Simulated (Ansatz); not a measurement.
A nudged elastic band was laid between two geometries of C$_{3}$H$_{9}$BSSn (15 atoms, charge 0, multiplicity 1).

Computed with RHF/def2-SVP in Ansatz 0.2.0.

```
movable images  : 5
climbing image  : yes
spring          : 5.0 eV/Å²
optimiser       : quadratic models (default)
start path      : IDPP
force threshold : 0.05 eV/Å
iteration limit : 60
end points      : relaxed
```

Initial state:

```xyz
15
Properties=species:S:1:pos:R:3
C -0.169 -2.244 0.463
B 0.140 -0.744 0.845
C -0.550 0.475 0.155
Sn 0.823 0.965 -1.552
C -0.672 1.722 0.932
S -1.886 2.787 0.874
H -0.693 -2.696 1.315
H -0.799 -2.372 -0.419
H 0.747 -2.828 0.334
H 0.959 -0.521 1.704
H -1.476 0.244 -0.374
H 2.059 1.988 -0.976
H -0.152 1.741 -2.709
H 1.484 -0.484 -2.172
H 0.161 1.918 1.608
```

Final state:

```xyz
15
Properties=species:S:1:pos:R:3
C 0.534 -1.993 0.831
B 0.230 -0.450 1.000
C -0.750 0.318 0.044
Sn 0.597 0.786 -1.682
C -1.364 1.567 0.548
S -0.615 2.936 0.968
H 0.127 -2.505 1.712
H 0.101 -2.459 -0.055
H 1.609 -2.191 0.847
H 0.773 0.157 1.882
H -1.501 -0.353 -0.380
H 2.180 1.124 -1.153
H -0.099 2.099 -2.510
H 0.607 -0.614 -2.668
H -2.449 1.526 0.645
```

(1) What changes between the two ends?

(2) What energy profile does the band end with?

(3) What is the geometry of the highest image?

(4) What are the harmonic wavenumbers there?

The band took 16 iterations and roughly 11 core-minutes.

## Answers

(1) No bond is made or broken. The dihedral H11–C3–C5–S6 goes from -10 to -166°.

(2) The run converged. The highest image is number 3 of 0 to 6, 0.219 eV above the first end and 0.147 eV above the last; the last end lies 0.072 eV above the first. A vibrational analysis at the climbing image gives one clearly imaginary mode, 86i cm⁻¹: a first-order saddle point.

| image | path coordinate (Å) | energy (eV) | dihedral H11–C3–C5–S6 (°) |
| --- | --- | --- | --- |
| 0 | 0.00 | 0.000 | -10 |
| 1 | 0.76 | 0.048 | -27 |
| 2 | 1.52 | 0.172 | -56 |
| 3 | 2.28 | 0.219 | -88 |
| 4 | 3.22 | 0.179 | -122 |
| 5 | 4.15 | 0.103 | -149 |
| 6 | 5.09 | 0.072 | -166 |

(3) 
```xyz
15
Properties=species:S:1:pos:R:3
C 0.277 -2.171 0.551
B 0.238 -0.649 0.969
C -0.572 0.445 0.193
Sn 0.508 0.928 -1.695
C -0.925 1.685 0.958
S -1.042 3.188 0.393
H -0.120 -2.765 1.383
H -0.291 -2.419 -0.347
H 1.309 -2.508 0.414
H 0.882 -0.308 1.932
H -1.497 0.018 -0.216
H 1.803 1.991 -1.390
H -0.586 1.544 -2.845
H 1.134 -0.558 -2.286
H -1.142 1.526 2.014
```

(4) 86i, 86, 120, 127, 155, 162, 241, 356, 419, 462, 494, 593, 714, 759, 790, 809, 822, 900, 926, 999, 1056, 1095, 1117, 1224, 1257, 1385, 1451, 1494, 1556, 1563, 1995, 2039, 2049, 2658, 3154, 3167, 3221, 3257, 3267 cm⁻¹.

Run time: 5.9 min on 2 threads of Arm Neoverse V1, on a shared host, peak memory 0.45 GiB.
